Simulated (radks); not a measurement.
Problem. Coherent X-ray form factor from a spherical all-electron density. All-electron calculation, scalar-relativistic Kohn-Sham, Slater X-alpha with alpha = 0.699, spin-polarised, spherical densities, point nucleus. Program: a radial shooting solver on a logarithmic mesh with Libxc functionals.

sin(theta)/lambda (1/angstrom),f0 (electrons)
0.05,16.638
0.1,15.651
0.15,14.285
0.2,12.813
0.25,11.442
0.3,10.278
0.4,8.619
0.5,7.595
0.6,6.864
0.8,5.615
1,4.446
1.25,3.250
1.5,2.432
2,1.618

The species is in the configuration that NIST lists as its ground one. Which atom or ion scatters so?

Solution. The argon ion Ar+, [Ne] 3s2 3p5. Extrapolating in s^2 from the first two rows gives f0(0) = 17.0, near the electron count 17; among species with that count, the fall with angle is slower the higher Z, and the table is that of Z = 18; from so few rows the species is fixed only to a neighbour or two.
